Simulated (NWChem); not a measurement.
Species: SiHSCl, singlet; SMILES Cl[Si]S

```xyz
4

Si     0.9697     0.0396     0.0000
Cl    -0.4316     1.6010     0.0000
S     -0.4349    -1.5853     0.0000
H      0.5373    -2.5274     0.0000
```
Atoms are numbered in this order, from 1.

Computed with NWChem. Pople sets run with spherical d functions. Low-valent species are run as closed-shell singlets; no triplet was tried in these runs. The geometry was optimised at PBE0/def2-SVP. Core excitations by TDA in a window of 1s orbitals, non-relativistic and unshifted: absolute energies depend strongly on the exact-exchange share.

| level | first 1s excitation (eV) | dipole oscillator strength of the first | first state with f > 0.002 (eV) | dipole oscillator strength of that state |
|---|---|---|---|---|
| Si K edge, BHandHLYP/6-311G** | … | … | … | … |
| Si K edge, PBE/6-311G** | 1777.9 | 0.0053 | 1777.9 | 0.0053 |
| S K edge, PBE/def2-TZVP | 2393.1 | 0.0013 | 2395.7 | 0.0030 |
| S K edge, B3LYP/6-311G** | 2414.0 | 0.0017 | 2416.1 | 0.0040 |

Q: Some entries are withheld; supply them.

A: 
- Si K edge, BHandHLYP/6-311G**, first 1s excitation (eV): 1820.6
- Si K edge, BHandHLYP/6-311G**, dipole oscillator strength of the first: 0.0105
- Si K edge, BHandHLYP/6-311G**, first state with f > 0.002 (eV): 1820.6
- Si K edge, BHandHLYP/6-311G**, dipole oscillator strength of that state: 0.0105
